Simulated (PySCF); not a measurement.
Gas-phase reaction: (HBO2)3 = B(OH)3 + B2O2 + O

Energies from PySCF, thermal terms from the rigid-rotor harmonic-oscillator model, ideal gas at 1 bar. † marks an energy on the PBE0/def2-TZVP geometry and frequencies; other levels use their own. MP2 and CCSD(T) freeze the core. 6-31G* has spherical d functions here. Open shells (unrestricted): O (multiplicity 3); the rest are closed-shell singlets. Spin-orbit splitting is ignored; it lowers the true energy and changes the entropy of O. B3LYP is the form with VWN-RPA correlation. MP2 isn't extrapolated to the basis-set limit. CCSD(T) isn't extrapolated to the basis-set limit. Warning, large T1 diagnostic: B2O2 (CCSD(T)/def2-SVP†).

| level | ΔH°(298 K), kJ |
|---|---|
| B3LYP/def2-TZVP† | 1000 |
| BLYP/def2-TZVP† | ? |
| CCSD(T)/def2-SVP† | 988 |
| HF/6-31G* | 867 |
| MP2/def2-TZVPP† | 1041 |
| PBE0/def2-SVP† | ? |
| ωB97M-V/def2-TZVP† | ? |

Q: Complete the blanks.

A: 
- BLYP/def2-TZVP†, ΔH°(298 K), kJ: 959
- PBE0/def2-SVP†, ΔH°(298 K), kJ: 1080
- ωB97M-V/def2-TZVP†, ΔH°(298 K), kJ: 1052
